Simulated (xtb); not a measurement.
A geometry relaxed with GFN2-xTB in xtb, charge 0, multiplicity 1:

```xyz
13

C     -1.1882    -0.4176    -0.2148
C     -0.1148     0.5531    -0.0669
H      2.5015     1.1659     0.4298
H     -1.3845     2.2031    -0.4596
H      0.3660     2.6116    -0.1271
C     -1.0580    -1.7318    -0.0854
H      1.6541    -0.7220     1.6286
H     -0.1119    -2.1914     0.1473
Si     1.6430    -0.0167     0.3432
C     -0.3898     1.8505    -0.2251
H     -2.1630    -0.0024    -0.4499
H     -1.8956    -2.3980    -0.2078
H      2.1412    -0.9042    -0.7122
```

Q: Write the SMILES of this molecule.

A: `C=CC(=C)[SiH3]`
